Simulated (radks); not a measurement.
Values are calculated unless marked as measured or tabulated.
Ionisation of neutral europium, [Xe] 4f7 6s2, to [Xe] 4f7 6s1 as the strength of local exchange is varied. Level of theory: Dirac Kohn-Sham, Slater X-alpha exchange (alpha = 2/3 is LDA exchange), no correlation, spin-unpolarised, spherical densities, finite nucleus; open shells fill j = l - 1/2 first; Fermi nuclear charge, rms radius 5.1115 fm (a radial shooting solver on a logarithmic mesh with Libxc functionals).

alpha  E(Eu) (hartree)  exchange (hartree)  IE (eV)  -e of the level emptied (eV)  <r> of it (bohr)
0.625      -10823.4964           -214.7670    5.184                 2.792 (6s1/2)             4.385
0.656      -10834.1545           -225.6580    5.321                 2.913 (6s1/2)             4.349
0.667      -10837.9391           -229.5277    5.370                 2.957 (6s1/2)             4.336
0.706      -10851.3686           -243.2696    5.547                 3.117 (6s1/2)             4.290
0.77       -10873.4452           -265.8943    5.848                 3.391 (6s1/2)             4.215
0.851      -10901.4538           -294.6605    6.245                 3.756 (6s1/2)             4.122
0.863      -10905.6096           -298.9346    6.305                 3.812 (6s1/2)             4.109
0.887      -10913.9263           -307.4926    6.426                 3.925 (6s1/2)             4.082

NIST Atomic Spectra Database: 5.670 eV (measured). The Delta-SCF value meets it near alpha = 0.73. Spin polarisation and multiplet splitting are left out, so open shells lie too high by an amount that depends on their filling.

Beside tabulated values, note that spin-unpolarised runs miss the spin-polarisation part of the exchange energy of open shells.
